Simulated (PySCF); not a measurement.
## Excitation energy of O by level of theory

O [He] 2s2 2p4 (3P) → O [He] 2s1 2p5 (3P), as a difference of total energies. All numbers are calculated (PySCF 2.14, scalar relativity by spin-free X2C-1e, in x2c-TZVPPall (5s3p2d1f, 31 functions)). Correlated levels: valence and next inner shell: nothing frozen. The calculations carry no spin-orbit coupling.

```tsv
method	excitation energy (eV)
UHF	16.921
MP2 (valence and next inner shell)	16.057
SCS-MP2 (valence and next inner shell)	16.001
CCSD (valence and next inner shell)	15.820
CCSD(T) (valence and next inner shell)	15.731
CCSDT (valence and next inner shell)	15.714
```

Q: How much does correlation contribute at CCSD(T) (valence and next inner shell)?

A: 15.731 − (16.921) = -1.190 eV, measured against UHF.

The upper state lies above the first ionisation limit, where it may autoionise and the basis confines it.
